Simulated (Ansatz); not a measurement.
A nudged elastic band was laid between two geometries of C3H8AlFSi (14 atoms, charge 0, multiplicity 1).

Computed with RKS CAM-B3LYP-D4/STO-3G in Ansatz.

| Property | Result |
| --- | --- |
| movable images | 9 |
| climbing image | yes |
| spring | 5.0 eV/Å² |
| optimiser | quadratic models (default) |
| start path | through a guess of the saddle point |
| force threshold | 0.05 eV/Å |
| iteration limit | 25 |
| end points | relaxed |

Image 0:

```xyz
14
Properties=species:S:1:pos:R:3
F -0.608 -1.380 2.439
C 0.349 -1.271 1.404
Si 0.011 0.165 0.194
Al -0.146 2.325 0.898
C -0.902 -0.427 -1.299
C 0.624 -0.261 -1.496
H 1.358 -1.158 1.859
H 0.379 -2.222 0.829
H 0.086 2.664 2.334
H -0.475 3.390 -0.096
H -1.276 -1.451 -1.334
H -1.534 0.256 -1.867
H 0.936 0.525 -2.186
H 1.186 -1.184 -1.650
```

Image 10:

```xyz
14
Properties=species:S:1:pos:R:3
F 0.330 -2.501 0.813
C 0.348 -1.231 1.431
Si 0.025 0.189 0.197
Al 0.018 2.367 0.856
C -1.000 -0.407 -1.217
C 0.518 -0.316 -1.508
H -0.412 -1.211 2.244
H 1.330 -1.084 1.935
H 0.264 2.710 2.289
H -0.233 3.437 -0.156
H -1.412 -1.416 -1.187
H -1.638 0.282 -1.773
H 0.825 0.426 -2.246
H 1.024 -1.272 -1.651
```

**Question.** What changes between the two ends?

**Answer.** No bond is made or broken. The dihedral F1–C2–Si3–C5 goes from -96 to 28°.

**Question.** Give the energies along the band, and the barrier.

**Answer.** The run converged. The highest image is number 5 of 0 to 10, 3.0 kJ/mol above the first end and 1.6 kJ/mol above the last; the last end lies 1.4 kJ/mol above the first. A vibrational analysis at the climbing image gives one clearly imaginary mode, 41i cm⁻¹: a first-order saddle point. Limits of this set-up: minimal basis.

```json
{"image": "0", "path coordinate (Å)": "0.00", "energy (kJ/mol)": "0.0", "dihedral F1–C2–Si3–C5 (°)": "-96"}
{"image": "1", "path coordinate (Å)": "0.40", "energy (kJ/mol)": "0.3", "dihedral F1–C2–Si3–C5 (°)": "-84"}
{"image": "2", "path coordinate (Å)": "0.80", "energy (kJ/mol)": "0.9", "dihedral F1–C2–Si3–C5 (°)": "-71"}
{"image": "3", "path coordinate (Å)": "1.20", "energy (kJ/mol)": "1.8", "dihedral F1–C2–Si3–C5 (°)": "-59"}
{"image": "4", "path coordinate (Å)": "1.60", "energy (kJ/mol)": "2.5", "dihedral F1–C2–Si3–C5 (°)": "-47"}
{"image": "5", "path coordinate (Å)": "1.99", "energy (kJ/mol)": "3.0", "dihedral F1–C2–Si3–C5 (°)": "-35"}
{"image": "6", "path coordinate (Å)": "2.42", "energy (kJ/mol)": "2.8", "dihedral F1–C2–Si3–C5 (°)": "-23"}
{"image": "7", "path coordinate (Å)": "2.85", "energy (kJ/mol)": "2.3", "dihedral F1–C2–Si3–C5 (°)": "-10"}
{"image": "8", "path coordinate (Å)": "3.28", "energy (kJ/mol)": "1.8", "dihedral F1–C2–Si3–C5 (°)": "3"}
{"image": "9", "path coordinate (Å)": "3.71", "energy (kJ/mol)": "1.5", "dihedral F1–C2–Si3–C5 (°)": "15"}
{"image": "10", "path coordinate (Å)": "4.14", "energy (kJ/mol)": "1.4", "dihedral F1–C2–Si3–C5 (°)": "28"}
```

**Question.** What is the geometry of the highest image?

**Answer.** 
```xyz
14
Properties=species:S:1:pos:R:3
F -0.686 -2.129 1.564
C 0.403 -1.241 1.414
Si 0.061 0.183 0.186
Al 0.002 2.357 0.859
C -0.995 -0.415 -1.209
C 0.512 -0.305 -1.539
H 0.667 -0.825 2.412
H 1.294 -1.817 1.080
H 0.060 2.676 2.317
H -0.091 3.442 -0.163
H -1.399 -1.427 -1.166
H -1.656 0.270 -1.742
H 0.786 0.452 -2.275
H 1.029 -1.250 -1.711
```

Run time: 12 min on 1 thread of Intel(R) Xeon(R) Platinum 8259CL CPU @ 2.50GHz (Skylake/Cascade Lake), with other jobs on the host, peak memory 0.16 GiB.
